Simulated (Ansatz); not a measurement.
The cluster Si2Mo5⁻. Total charge -1; quartet. Geometry PBE-D4/def2-SVPD; atoms count from 1.

| atom | x (Å) | y (Å) | z (Å) |
| --- | --- | --- | --- |
| Mo1 | -0.179 | -1.422 | -0.187 |
| Mo2 | -1.448 | 0.460 | 0.861 |
| Mo3 | -0.175 | 0.357 | -1.560 |
| Mo4 | 1.689 | 0.118 | 0.432 |
| Mo5 | 0.322 | 0.078 | 2.295 |
| Si6 | 0.344 | 2.166 | 0.794 |
| Si7 | -0.553 | -1.756 | -2.636 |

In the def2 sets Mo takes a core potential; there is no spin–orbit coupling. The charge -1 quartet is spin-contaminated (final ⟨S²⟩ up to 4.30, 3.75 for a pure state). At PBE0-D4/def2-TZVPD a doublet of charge -1 lies 0.13 eV below the quartet, each at its own geometry. The structure comes from a short search, and lower isomers may exist.

Q: Estimate the Mulliken populations from the PBE0/def2-TZVPD orbitals of Ansatz.

A: 
```csv
atom,charge (e),spin (α − β),d electrons
Mo1,-0.06,-1.15,4.73
Mo2,0.03,1.70,4.87
Mo3,0.07,1.63,4.80
Mo4,0.03,1.70,4.87
Mo5,-0.16,-0.46,4.90
Si6,-0.38,-0.30,–
Si7,-0.53,-0.11,–
```
Mulliken values depend strongly on the basis. With diffuse functions, as here, like atoms can get unlike values, and bond orders can come out too low or too high.

Q: Where does the spin sit?

A: Summed by element: Mo 3.41, Si -0.41, of 3 unpaired in all. Largest on single atoms: Mo2 1.70, Mo4 1.70, Mo3 1.63.

Q: And the Mayer bond orders between heavy atoms (over 0.3)?

A: Mo1–Mo2 1.32 (2.50 Å); Mo1–Mo3 2.17 (2.25 Å); Mo1–Mo4 1.33 (2.50 Å); Mo1–Mo5 0.53 (2.94 Å); Mo1–Si7 0.99 (2.50 Å); Mo2–Mo3 0.85 (2.74 Å); Mo2–Mo4 0.44 (3.18 Å); Mo2–Mo5 2.19 (2.31 Å); Mo2–Si6 0.92 (2.48 Å); Mo3–Mo4 0.85 (2.74 Å); Mo3–Si7 1.38 (2.40 Å); Mo4–Mo5 2.19 (2.31 Å); Mo4–Si6 0.92 (2.48 Å); Mo5–Si6 0.86 (2.57 Å).
